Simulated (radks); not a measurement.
All-electron atom: Kr6+ in [Ar] 3d10 4s2. Method: non-relativistic Kohn-Sham, exchange-only LDA, spin-polarised, spherical densities, point nucleus; computed with a radial shooting solver on a logarithmic mesh with Libxc functionals.

Unscreened Slater integrals over Kohn-Sham orbitals (cm^-1). They are taken over the spin-up orbitals.

integral    value
F0(4s,4s)  142260
F0(4s,3d)  179740
G2(4s,3d)   16458
F0(4s,3p)  179830
G1(4s,3p)   14534
F0(4s,3s)  179870
G0(4s,3s)   10825
F0(3d,3d)  367120
F2(3d,3d)  177210
F4(3d,3d)  111780
F0(3d,3p)  363500
F2(3d,3p)  174860
G1(3d,3p)  209200
G3(3d,3p)  130640
F0(3d,3s)  363770
G2(3d,3s)  157750
F0(3p,3p)  364000
F2(3p,3p)  182870
F0(3p,3s)  364190
G1(3p,3s)  240320
F0(3s,3s)  364870
